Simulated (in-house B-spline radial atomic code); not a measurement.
The numbers below are computed, except where a source is named.
## Ghost states of the separable form: Sb

Sb, [Kr] 4d10 5s2 5p3, non-relativistic LDA (VWN5), spherical and spin-unpolarised, from an all-electron radial atomic-structure program (B-spline basis) (atomic units; all potentials screened as in the neutral atom).

Troullier-Martins channels: 5s (ε = -0.4456, r_c = 1.587 bohr), 5p (ε = -0.1856, r_c = 1.938 bohr), 4d (ε = -1.2973, r_c = 0.713 bohr). In the Kleinman-Bylander form one channel serves as the local potential, and each other channel l becomes |δV u><u δV|/<u|δV|u>, with δV = V_l − V_local and u the pseudo-orbital. Its strength is E_KB = <u|δV²|u>/<u|δV|u>. By the analysis of Gonze, Stumpf and Scheffler a spurious state lies below the reference level ε if E_KB > 0 and ε is above the second level of the local potential alone, or if E_KB < 0 and ε is above its first. The table's levels are those of angular momentum l in a sphere of 9 bohr, whose wall can lift a shallow ε a little above its free-atom value.

| local | channel | <u δV u> | <u δV² u> | ε | first local level | second local level |
| --- | --- | --- | --- | --- | --- | --- |
| p | s | -0.032149 | 0.34291 | -0.4456 | -0.4662 | 0.0080 |
| p | d | -6.4811 | 77.894 | -1.2973 | 0.0571 | 0.2704 |
| s | p | 0.0088033 | 0.16837 | -0.1853 | -0.2104 | 0.1010 |
| s | d | -7.4615 | 90.248 | -1.2973 | 0.0502 | 0.2571 |
| d | p | 0.25006 | 1.1598 | -0.1853 | -11.0414 | -1.9577 |
| d | s | 0.69464 | 9.8126 | -0.4456 | -32.2766 | -5.3858 |

(1) Apply the rule to each row.

Diagonalising the separable Hamiltonian gives:

| local | channel | three lowest levels | all-electron, two lowest valence levels |
| --- | --- | --- | --- |
| p | s | -2.3455, -0.4456, 0.0313 | -0.4456, 0.0287 |
| p | d | -1.2973, 0.0779, 0.3199 | -1.2973, 0.0715 |
| s | p | -0.1853, 0.1078, 0.4528 | -0.1853, 0.1079 |
| s | d | -1.2973, 0.0755, 0.3127 | -1.2973, 0.0715 |
| d | p | -9.4653, -0.1853, 0.1071 | -0.1853, 0.1079 |
| d | s | -24.4083, -0.8447, -0.4456 | -0.4456, 0.0287 |

(2) Which choices of local channel are safe?

## Answers

(1) Local p, channel s: E_KB = -10.7, so ε = -0.4456 is set against -0.4662: a ghost. Local p, channel d: E_KB = -12, so ε = -1.2973 is set against 0.0571: no ghost. Local s, channel p: E_KB = +19.1, so ε = -0.1853 is set against 0.1010: no ghost. Local s, channel d: E_KB = -12.1, so ε = -1.2973 is set against 0.0502: no ghost. Local d, channel p: E_KB = +4.64, so ε = -0.1853 is set against -1.9577: a ghost. Local d, channel s: E_KB = +14.1, so ε = -0.4456 is set against -5.3858: a ghost.

(2) Free of ghosts: s. With p local the s channel has a ghost 1.90 hartree below ε, since the attractive projector pulls a state below the first local level. With d local the p channel has a ghost 9.28 hartree below ε, since the local potential binds more than one state below ε, and a repulsive term of rank one raises each level at most to the next, so it clears only one of them. With d local the s channel has two ghosts, the lowest 23.96 hartree below ε, since the local potential binds more than one state below ε, and a repulsive term of rank one raises each level at most to the next, so it clears only one of them. Among the safe choices the second level, which tests transfer, is off by at most 4.0 millihartree (s local). A small <u δV u> makes E_KB large and sensitive.
